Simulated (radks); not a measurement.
Spherical quantum dot in the effective-mass picture: electrons in a parabolic well V = omega^2 r^2 / 2 with omega = 0.109, with a point charge +2 (a donor) at the centre, all in effective atomic units (hartree* = m*/eps^2 hartree, bohr* = eps/m* bohr), one dielectric constant everywhere. Method: non-relativistic Kohn-Sham, exchange-only LDA, spin-polarised, spherical densities; computed with a radial shooting solver with Libxc functionals. Levels are named by radial order and angular momentum (1s, 1p, 1d, 2s, ...), and open shells are averaged over m. Results are scaled to m* = 0.3 and eps = 8.4, for which hartree* = 115.7 meV and bohr* = 1.482 nm.

N = 12, configuration 1s2 1p6 1d(up 2, down 0) 2s2. This is the lowest configuration that the search found. Occupied and some empty levels:

| level | occupation | eigenvalue (meV) | <r> (nm) |
|---|---|---|---|
| 1s down | 1 | 119.97 | 1.458 |
| 1s up | 1 | 120.11 | 1.455 |
| 2s up | 1 | 171.87 | 10.08 |
| 2s down | 1 | 173.52 | 9.700 |
| 1p up | 3 | 174.66 | 10.62 |
| 1p down | 3 | 176.47 | 10.28 |
| 1d up | 2 | 179.80 | 11.76 |
| 1d down | 0 | 181.96 | 11.64 |
| 1f up | 0 | 185.84 | 12.62 |
| 1f down | 0 | 188.12 | 12.61 |
| 2p up | 0 | 189.33 | 10.47 |
| 2p down | 0 | 190.38 | 10.51 |
| 1g up | 0 | 192.67 | 13.37 |
| 1g down | 0 | 194.96 | 13.42 |

Energy (meV): total 753.744, kinetic 391.44, external -739.91, Hartree 1316.0, exchange-correlation -213.75.

Electron density:

| r (nm) | n(r) (e/nm^3) |
|---|---|
| 0.910 | 0.1079 |
| 1.92 | 0.01206 |
| 2.94 | 0.002022 |
| 3.95 | 0.0008622 |
| 4.96 | 0.0008448 |
| 5.98 | 0.0009693 |
| 6.99 | 0.001074 |
| 8.00 | 0.001122 |
| 9.02 | 0.001100 |
| 10.0 | 0.001006 |
| 11.0 | 0.0008483 |
| 12.1 | 0.0006529 |
| 13.1 | 0.0004533 |
| 14.1 | 0.0002814 |
| 15.1 | 0.0001547 |
| 16.1 | 0.00007575 |
| 17.1 | 0.00003238 |
| 18.1 | 0.00001239 |
| 19.1 | 4.199e-06 |
| 20.2 | 1.239e-06 |
